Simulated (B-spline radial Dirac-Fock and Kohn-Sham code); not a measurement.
**Rb: eigenvalues, ΔSCF and the reference**

System: neutral rubidium, [Kr] 4d1 (not the ground configuration).

The density-functional columns are spherical, spin-unpolarised Dirac-Kohn-Sham results without Breit or QED terms: −ε is minus the orbital energy of the initial state and ΔSCF the difference of two total energies. The reference in the last column comes from multi-electron Dirac-Fock with separately optimised hole states, Breit and Lamb-shift corrections added in first order. All numbers are from an atomic code on a B-spline grid, in eV; a selection of levels is shown. The Kohn-Sham columns are given as differences from the reference. For the 1s level of heavy atoms much of the gap between ΔSCF and the reference is the Breit and QED part, -35.9 eV here; for other levels the error of the functional can be larger.

```tsv
level	LDA −ε − DF	LDA ΔSCF − DF	Dirac-Fock
K (1s)	-199.9	+31.1	15205.0
L1 (2s)	-71.6	-35.5	2077.2
L2 (2p1/2)	-50.3	-5.2	1871.0
L3 (2p3/2)	-51.2	-7.7	1811.2
M1 (3s)	-33.3	-21.7	331.3
M2 (3p1/2)	-25.0	-13.4	256.8
M3 (3p3/2)	-24.9	-13.5	247.5
M4 (3d3/2)	-10.7	+0.8	116.9
M5 (3d5/2)	-10.7	+0.6	115.4
N1 (4s)	-7.1	-3.0	40.15
N2 (4p1/2)	-2.9	+0.6	20.69
N3 (4p3/2)	-3.0	+0.5	19.81
N4,5 (4d)	-1.0	+0.3	1.63
```

Values without a named source are computed, but for edge energies of neutral atoms, which are taken from tables.
